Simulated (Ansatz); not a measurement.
Consider the ligand exchange at the Si–S bond: `S[SiH2][GaH2]` + `N=C=N` → `N=C=N[SiH2][GaH2]` + H₂S.

Gas-phase electronic energies from Ansatz, PBE0-D4/def2-TZVP geometries. CBS: MP2 limit from def2 TZ/QZ plus the TZ coupled-cluster correction, frozen cores. This one scheme is used for every species. Functionals use def2-TZVPP. B3LYP here is the variant with VWN-RPA as its local correlation; programs differ in this. For Ga outer-core shells are correlated without core-valence functions, which leaves a few kJ/mol of doubt a bond. Scalar relativity is left out up to krypton. One conformer a species, not always the lowest.

(1) Is it downhill or uphill in electronic energy at CCSD(T)/CBS, and by how much? (Estimate.)

(2) What do these levels give: PBE-D4, revPBE-D4, revPBE, PBE0, B3LYP, CCSD(T)/def2-TZVPP? (Best estimate.)

Largest T1 diagnostic among the species: 0.017.

## Answers

(1) The calculation gave: Downhill: ΔE = -13.5 kJ/mol.

(2) Ansatz gave: PBE-D4 -2.1, revPBE-D4 -2.7, revPBE -1.7, PBE0 -6.6, B3LYP -16.5, CCSD(T)/def2-TZVPP -15.7 kJ/mol.

From BLYP to BHLYP (50 % exact exchange), in def2-TZVPP and without D4, ΔE moves by −8.7 kJ/mol. Leaving LDA and LC-ωPBE aside and taking each functional with its dispersion term where it has one, the values, not all of them listed here, spread over 19.2 kJ/mol, from CAM-B3LYP-D4 to PBE-D4. LDA lies −3.1 kJ/mol from PBE without D4. In def2-TZVPP, CCSD(T) changes the Hartree–Fock value by +12.6 kJ/mol (the triples alone add +2.1 kJ/mol) and MP2 by +10.1 kJ/mol.
